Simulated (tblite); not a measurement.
What does the GFN2-xTB structure of `C#C[SiH2][Si](O)(O)[SiH3]` look like in three dimensions?

```xyz
15
C2H8O2Si3 angstrom
C     -3.102    1.286    0.437
C     -2.396    0.586   -0.241
Si    -1.262   -0.493   -1.240
Si     0.711   -0.715   -0.037
O      1.565   -1.849   -0.851
O      0.407   -1.485    1.393
Si     2.047    1.134    0.382
H     -3.732    1.899    1.017
H     -1.084    0.193   -2.529
H     -2.049   -1.713   -1.499
H      1.970   -2.565   -0.371
H     -0.132   -1.081    2.065
H      3.212    0.902    1.251
H      2.576    1.724   -0.851
H      1.263    2.184    1.051
```

Orientation and origin are arbitrary. Atoms count from 1 in this order. Si7 (SiH3 silicon) is distorted tetrahedral (angles from 105.4° to 115.9°). Si4 (oxygen-bound silicon) is distorted tetrahedral (angles from 101.8° to 120.4°). Si3 (SiH2 silicon) is distorted tetrahedral (angles from 104.4° to 117.7°).

Bonds between heavy atoms (Å): C1≡C2 1.203, C2–Si3 1.857, Si3–Si4 2.321, Si4–O5 1.636, Si4–O6 1.653, Si4–Si7 2.320.

The geometry is computed with GFN2-xTB (gas phase).

Point group: C1 (no symmetry element, even within 0.4 Å). Its GFN2-xTB frequencies are all real (lowest 16 cm⁻¹). One conformer, not necessarily the lowest (C2–Si3–Si4–O5 172°, Si3–Si4–O5–H -133°, Si3–Si4–O6–H -66°). 3 starts were optimised and ended at 0.00, 0.00 and 1.10 kcal/mol (GFN2-xTB); the lowest of these is shown.
